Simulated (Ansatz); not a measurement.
FHIn, SMILES `[F][InH]` radical, 3 atoms. The species carries charge 0 and has multiplicity 2. Correlated methods include outer-core shells of In, which these sets cover unevenly. In takes the def2 core potential. All runs use 2 threads of a server CPU on a shared host. Correlated methods freeze the cores. Open-shell runs search over several starts.

Problem. How many basis functions does each run have, and how long does it take in Ansatz? UKS ωB97M-V/def2-SVP energy; UHF-CCSD(T)/def2-QZVPP energy; UKS PBE0-D4/def2-SVP energy; UHF-CCSD(T)/def2-TZVPP energy; UKS ωB97M-V/def2-QZVPP energy; UKS SPW92/def2-TZVPP energy; UKS PBE0-D4/def2-TZVP frequencies; UKS PBE0-D4/def2-QZVPP energy; UHF-CCSD(T)/def2-SVP energy; UKS ωB97X-V/def2-TZVPP energy; direct RPA on PBE orbitals/def2-TZVPP energy; UKS ωB97M-V/def2-TZVPP energy and forces. (Estimate.)

Solution. Computed: Other jobs shared the machine, so times are rough.

```tsv
level	job	functions	wall time	peak host memory (GiB)
UKS PBE0-D4/def2-SVP	energy	45	0.95 s	0.11
UKS SPW92/def2-TZVPP	energy	95	1.2 s	0.11
UHF-CCSD(T)/def2-SVP	energy	45	1.2 s	0.14
direct RPA on PBE orbitals/def2-TZVPP	energy	95	2.8 s	0.17
UKS PBE0-D4/def2-QZVPP	energy	169	3 s	0.32
UKS ωB97M-V/def2-SVP	energy	45	4.4 s	0.2
UKS ωB97X-V/def2-TZVPP	energy	95	4.5 s	0.25
UKS ωB97M-V/def2-TZVPP	energy and forces	95	7 s	0.28
UHF-CCSD(T)/def2-TZVPP	energy	95	8.6 s	0.53
UKS ωB97M-V/def2-QZVPP	energy	169	10 s	0.46
UKS PBE0-D4/def2-TZVP	frequencies	87	14 s	0.16
UHF-CCSD(T)/def2-QZVPP	energy	169	58 s	2.4
```
